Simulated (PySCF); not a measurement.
# RbB: from constants to spectrum

UHF-CCSD(T) constants of RbB, ³Π (triplet), unpaired electrons σ ↑, π ↑ (PySCF, scalar-relativistic core potentials, basis sets Rb def2-SVPD with ECP28, B def2-SVPD; masses 84.9118 and 11.0093 u):

```
ωe              : 238.8 cm⁻¹
ωexe            : 2.16 cm⁻¹
Be              : 0.18427 cm⁻¹
αe              : 0.00196 cm⁻¹
D (centrifugal) : 4.39e-07 cm⁻¹
De to Rb + B    : 0.60 eV
```

(1) Give the vibrational terms G(v) and spacings up to v = 6.

(2) How well does the Morse estimate ωe²/(4ωexe) reproduce De, and what is D0?

Correlated steps freeze 1 core orbital. Correlated levels converge slowly with the basis: in double zeta they bind strong bonds too weakly, by up to about 1 eV, and carry superposition errors of some tenths. Spin–orbit coupling is left out. The state is the lowest determinant that a PBE0 search found; another state may lie lower at other levels.

Answers

(1) G(v) = ωe(v+½) − ωexe(v+½)².

```
v  G(v) (cm⁻¹)  G(v) − G(v−1)  Bv (cm⁻¹)
0        118.9                    0.1833
1        353.3          234.5     0.1813
2        583.5          230.2     0.1794
3        809.3          225.8     0.1774
4       1030.9          221.5     0.1754
5       1248.1          217.2     0.1735
6       1460.9          212.9     0.1715
```

(2) It gives 0.82 eV, 136 % of the computed De. D0 = De − G(0) = 0.60 − 0.01 = 0.59 eV.
